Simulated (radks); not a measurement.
Q: Coherent X-ray form factor from a spherical all-electron density. Method: scalar-relativistic Kohn-Sham, BLYP, spin-polarised, spherical densities, finite nucleus; Fermi nuclear charge, rms radius of each element as measured or else 0.836 A^(1/3) + 0.57 fm; computed with a radial shooting solver on a logarithmic mesh with Libxc functionals.

| sin(theta)/lambda (1/angstrom) | f0 (electrons) |
|---|---|
| 0.05 | 45.856 |
| 0.1 | 45.427 |
| 0.15 | 44.728 |
| 0.2 | 43.781 |
| 0.25 | 42.613 |
| 0.3 | 41.258 |
| 0.4 | 38.143 |
| 0.5 | 34.746 |
| 0.6 | 31.352 |
| 0.8 | 25.377 |
| 1 | 21.032 |
| 1.25 | 17.583 |
| 1.5 | 15.326 |
| 2 | 11.701 |

The species is in the configuration that NIST lists as its ground one. Which atom or ion scatters so?

A: The gadolinium ion Gd18+, [Kr] 4d10. Extrapolating in s^2 from the first two rows gives f0(0) = 46.0, near the electron count 46; among species with that count, the fall with angle is slower the higher Z, and the table is that of Z = 64; from so few rows the species is fixed only to a neighbour or two.
